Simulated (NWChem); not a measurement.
Si2N2H8; SMILES [SiH2](N)N[SiH3]

```xyz
12

Si     0.0660    -2.0220     0.0724
N      0.3276    -0.3901    -0.4700
Si    -0.5196     1.0766    -0.0752
N      0.6199     2.3316     0.2440
H      1.3655    -2.6692     0.4395
H     -0.5783    -2.8981    -0.9589
H     -0.8221    -1.9738     1.2705
H      1.0524    -0.2728    -1.1756
H     -1.4288     0.6803     1.0472
H     -1.3540     1.6272    -1.1893
H      1.2669     2.2797     1.0224
H      0.3996     3.2909     0.0045
```
Atoms are numbered in this order, from 1.

Coordinates come from a PBE0/def2-SVP optimisation.

Give the principal values of the shielding tensors (ppm) of Si1, N2, Si3, N4 from BHandHLYP/pcSseg-1, GIAO (NWChem), with their diamagnetic and paramagnetic parts as GIAO splits them.


```json
[
 {"atom": "Si1", "σ11": "374.7", "σ22": "393.5", "σ33": "477.8", "isotropic": "415.4", "diamagnetic": "878.9", "paramagnetic": "-463.5"},
 {"atom": "N2", "σ11": "212.4", "σ22": "244.9", "σ33": "278.9", "isotropic": "245.4", "diamagnetic": "326.3", "paramagnetic": "-80.9"},
 {"atom": "Si3", "σ11": "356.1", "σ22": "393.8", "σ33": "438.1", "isotropic": "396.0", "diamagnetic": "879.2", "paramagnetic": "-483.2"},
 {"atom": "N4", "σ11": "205.3", "σ22": "259.9", "σ33": "266.1", "isotropic": "243.8", "diamagnetic": "319.8", "paramagnetic": "-76.1"}
]
```
